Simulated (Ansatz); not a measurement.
Wavefunction ladder for CH5AlBF, SMILES `FC[BH][AlH2]`

Z-matrix (Å, degrees):
```
C
B 1 1.552
F 1 1.475 2 105.5
H 1 1.094 2 115.9 3 115.3
H 1 1.094 2 115.9 3 -115.3
Al 2 2.127 1 91.9 3 0.0
H 2 1.193 1 120.1 3 -180.0
H 6 1.592 2 119.8 1 93.2
H 6 1.592 2 119.9 1 -93.3
```

Charge 0, multiplicity 1. All single points use the PBE0-D4/def2-TZVP geometry. It is one conformer, not always the lowest. Frozen core, restricted reference, Ansatz 0.2.0. CBS rows extrapolate triple and quadruple zeta; past MP2 they add the triple-zeta difference.

| basis | HF (Eh) | MP2 corr. | CCSD corr. | (T) | CCSD(T) total |
| --- | --- | --- | --- | --- | --- |
| def2-SVP | -406.55975 | -0.46905 | -0.51672 | ? | ? |
| def2-TZVPP | -406.83859 | -0.59952 | ? | -0.02135 | ? |
| def2-QZVPP | ? | -0.64732 | – | – | – |
| CBS(def2) | -406.85527 | -0.68272 | ? | as TZ | ? |

Task: Fill in the withheld values. (Best estimate.)

Result: The calculation gave: def2-SVP (T): -0.01206; def2-SVP CCSD(T) total: -407.08853; def2-TZVPP CCSD corr.: -0.64197; def2-TZVPP CCSD(T) total: -407.50191; def2-QZVPP HF (Eh): -406.85325; CBS(def2) CCSD corr.: -0.72518; CBS(def2) CCSD(T) total: -407.60180.
